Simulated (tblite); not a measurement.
Question: Write Cartesian coordinates for `CC(=O)CC(=O)OCC(=O)O` as optimised with GFN2-xTB.

Answer: 
```xyz
19
C6H8O5 angstrom
C     -2.783    0.569   -1.242
C     -2.479   -0.252   -0.027
O     -3.020   -1.288    0.251
C     -1.367    0.331    0.846
C     -0.044    0.021    0.184
O      0.303    0.417   -0.896
O      0.689   -0.801    0.943
C      1.968   -1.121    0.432
C      2.840    0.127    0.344
O      2.603    1.167    0.885
O      3.918   -0.100   -0.404
H     -1.849    0.822   -1.741
H     -3.263    1.498   -0.939
H     -3.441    0.028   -1.916
H     -1.473    1.414    0.907
H     -1.384   -0.123    1.835
H      1.895   -1.570   -0.564
H      2.413   -1.830    1.132
H      4.464    0.701   -0.468
```

Orientation and origin are arbitrary. Atoms count from 1 in this order. The 4 C–C bonds span 1.497 Å (C1–C2, drawn single) to 1.530 Å (C2–C4, drawn single), a spread of 0.033 Å. Of the pairs four or more bonds apart, O6···H12 is among the closest relative to their van der Waals radii: 2.35 Å, 86 % of the sum of Bondi's values. The 6 C–O bonds span 1.196 Å (C9=O10, drawn double) to 1.414 Å (O7–C8, drawn single), a spread of 0.218 Å.

Bonds between heavy atoms (Å): C1–C2 1.497, C2=O3 1.201, C2–C4 1.530, C4–C5 1.511, C5=O6 1.202, C5–O7 1.338, O7–C8 1.414, C8–C9 1.525, C9=O10 1.196, C9–O11 1.332.

The geometry is computed with GFN2-xTB (gas phase).

Point group: C1 (no symmetry element, even within 0.4 Å). Its GFN2-xTB frequencies are all real (lowest 21 cm⁻¹). The numbers are those of one conformer (C1–C2–C4–C5 -77°, C2–C4–C5–O6 63°, C4–C5–O7–C8 -178°, C5–O7–C8–C9 64°, O7–C8–C9–O10 15°). 3 starts were optimised and ended at 0.00, 1.05 and 2.44 kcal/mol (GFN2-xTB); the lowest of these is shown.
